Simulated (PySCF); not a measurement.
Co (cobalt, neutral) across methods

[Ar] 3d8 4s1, high-spin 4F determinant (an excited configuration). Computed with PySCF 2.14 in aug-cc-pVDZ-DK, with the spin-free X2C one-electron Hamiltonian (Gaussian nucleus). The B2PLYP total includes its PT2 part (frozen core); its orbital energies are those of the SCF part.

```json
{"method": "PBE", "E (hartree)": "-1393.010", "mean ε 4s α (eV)": "-4.864", "mean ε 3d α (eV)": "-4.850", "mean ε 3d β (eV)": "-3.270", "Σ⟨r²⟩ (bohr²)": "34.00", "⟨S²⟩": "3.751"}
{"method": "MN15", "E (hartree)": "-1394.047", "mean ε 4s α (eV)": "-5.887", "mean ε 3d α (eV)": "-7.978", "mean ε 3d β (eV)": "-6.071", "Σ⟨r²⟩ (bohr²)": "34.16", "⟨S²⟩": "3.758"}
{"method": "B97-3", "E (hartree)": "-1393.079", "mean ε 4s α (eV)": "-5.195", "mean ε 3d α (eV)": "-6.915", "mean ε 3d β (eV)": "-5.176", "Σ⟨r²⟩ (bohr²)": "33.57", "⟨S²⟩": "3.755"}
{"method": "B2PLYP", "E (hartree)": "-1392.935", "mean ε 4s α (eV)": "-5.751", "mean ε 3d α (eV)": "-8.791", "mean ε 3d β (eV)": "-6.850", "Σ⟨r²⟩ (bohr²)": "33.52", "⟨S²⟩": "3.752"}
{"method": "BP86", "E (hartree)": "-1393.475", "mean ε 4s α (eV)": "-5.037", "mean ε 3d α (eV)": "-4.978", "mean ε 3d β (eV)": "-3.476", "Σ⟨r²⟩ (bohr²)": "33.80", "⟨S²⟩": "3.751"}
{"method": "LDA", "E (hartree)": "-1390.583", "mean ε 4s α (eV)": "-5.058", "mean ε 3d α (eV)": "-5.093", "mean ε 3d β (eV)": "-3.366", "Σ⟨r²⟩ (bohr²)": "33.74", "⟨S²⟩": "3.751"}
{"method": "PBE0", "E (hartree)": "-1393.003", "mean ε 4s α (eV)": "-5.367", "mean ε 3d α (eV)": "-6.764", "mean ε 3d β (eV)": "-5.008", "Σ⟨r²⟩ (bohr²)": "33.52", "⟨S²⟩": "3.751"}
{"method": "r2SCAN", "E (hartree)": "-1393.211", "mean ε 4s α (eV)": "-5.124", "mean ε 3d α (eV)": "-4.909", "mean ε 3d β (eV)": "-3.349", "Σ⟨r²⟩ (bohr²)": "33.39", "⟨S²⟩": "3.751"}
{"method": "UHF", "E (hartree)": "-1391.80857", "mean ε 4s α (eV)": "-6.472", "mean ε 3d α (eV)": "-12.418", "mean ε 3d β (eV)": "-10.014", "Σ⟨r²⟩ (bohr²)": "34.00", "⟨S²⟩": "3.752"}
```
